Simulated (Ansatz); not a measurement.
Reaction (SMILES): F[C]F (closed-shell singlet) → C atom + 2 F atom
B3LYP-D3(BJ)/def2-TZVP geometries, fixed; electronic energies without zero-point terms.

Basis-set convergence of the atomisation energy at B3LYP with Ansatz (a quantum-chemistry and plane-wave program). All functions are spherical. The program fits the integrals of some runs and decomposes those of others, by size. Open shells are unrestricted. No added dispersion term, no relativity. Functions are those of the species that has most. Reference: the value in aug-pcseg-3, 255.99 kcal/mol, itself unsure by roughly 0.23 kcal/mol (its mean distance from aug-cc-pVQZ, cc-pV5Z, def2-QZVPPD). Deviations are taken from unrounded values.

```json
[
 {"basis": "cc-pVDZ", "functions": "42", "atomisation energy (kcal/mol)": "252.57"},
 {"basis": "aug-cc-pVDZ", "functions": "69", "atomisation energy (kcal/mol)": "249.43"},
 {"basis": "def2-SVP", "functions": "42", "atomisation energy (kcal/mol)": "261.32"},
 {"basis": "def2-SVPD", "functions": "66", "atomisation energy (kcal/mol)": "256.70"},
 {"basis": "pcseg-1", "functions": "42", "atomisation energy (kcal/mol)": "251.78"},
 {"basis": "aug-pcseg-1", "functions": "69", "atomisation energy (kcal/mol)": "253.17"},
 {"basis": "6-311G**", "functions": "54", "atomisation energy (kcal/mol)": "251.90"},
 {"basis": "6-311+G**", "functions": "66", "atomisation energy (kcal/mol)": "248.43"},
 {"basis": "cc-pVTZ", "functions": "90", "atomisation energy (kcal/mol)": "256.37"},
 {"basis": "aug-cc-pVTZ", "functions": "138", "atomisation energy (kcal/mol)": "255.19"},
 {"basis": "pcseg-2", "functions": "90", "atomisation energy (kcal/mol)": "255.40"},
 {"basis": "aug-pcseg-2", "functions": "138", "atomisation energy (kcal/mol)": "255.84"},
 {"basis": "def2-TZVPP", "functions": "93", "atomisation energy (kcal/mol)": "255.41"},
 {"basis": "def2-TZVPPD", "functions": "117", "atomisation energy (kcal/mol)": "255.02"},
 {"basis": "cc-pVQZ", "functions": "165", "atomisation energy (kcal/mol)": "256.33"},
 {"basis": "aug-cc-pVQZ", "functions": "240", "atomisation energy (kcal/mol)": "255.90"},
 {"basis": "def2-QZVPP", "functions": "171", "atomisation energy (kcal/mol)": "255.43"},
 {"basis": "def2-QZVPPD", "functions": "195", "atomisation energy (kcal/mol)": "255.49"},
 {"basis": "pcseg-3", "functions": "180", "atomisation energy (kcal/mol)": "255.88"},
 {"basis": "aug-pcseg-3", "functions": "255", "atomisation energy (kcal/mol)": "255.99"}
]
```

What the diffuse functions change, pair by pair:
- cc-pVDZ to aug-cc-pVDZ: 27 more functions, deviation -3.42 to -6.55 kcal/mol
- def2-SVP to def2-SVPD: 24 more functions, deviation 5.34 to 0.71 kcal/mol
- pcseg-1 to aug-pcseg-1: 27 more functions, deviation -4.21 to -2.82 kcal/mol
- 6-311G** to 6-311+G**: 12 more functions, deviation -4.09 to -7.56 kcal/mol
- cc-pVTZ to aug-cc-pVTZ: 48 more functions, deviation 0.38 to -0.80 kcal/mol
- pcseg-2 to aug-pcseg-2: 48 more functions, deviation -0.58 to -0.15 kcal/mol
- def2-TZVPP to def2-TZVPPD: 24 more functions, deviation -0.58 to -0.96 kcal/mol
- cc-pVQZ to aug-cc-pVQZ: 75 more functions, deviation 0.34 to -0.08 kcal/mol
- def2-QZVPP to def2-QZVPPD: 24 more functions, deviation -0.56 to -0.50 kcal/mol
- pcseg-3 to aug-pcseg-3: 75 more functions, deviation -0.11 to 0.00 kcal/mol

Leaving out the reference's own pair, they bring the value nearer the reference by more than 0.23 kcal/mol in 4 of 9 pairs.
